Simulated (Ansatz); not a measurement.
`O[B]Br` radical, relaxed with UKS PBE0-D4/def2-TZVP in Ansatz 0.2.0 from a PBE-D4/def2-SVP geometry. The force threshold is 0.005 eV/Å; the program also tests the step.

Charge 0, multiplicity 2.

Start:

```xyz
4

O    -0.238   -0.730   -0.371
B     0.200    0.500   -0.054
Br    0.229    1.136    1.755
H    -0.191   -0.906   -1.330
```

**Question.** How much energy does the relaxation release, and in how many steps? (Estimate.)

**Answer.** The calculation gave: 0.01 eV, in 5 steps.

**Question.** Which bonds change most? (Estimate.)

**Answer.** Ansatz gave: O1–H4 from 0.976 to 0.962 Å; O1–B2 from 1.343 to 1.331 Å; B2–Br3 from 1.918 to 1.907 Å.

**Question.** Give the relaxed structure. (An estimate is asked.)

**Answer.** The calculation gave: 
```xyz
4

O    -0.233   -0.718   -0.375
B     0.199    0.499   -0.054
Br    0.226    1.128    1.746
H    -0.193   -0.908   -1.317
```
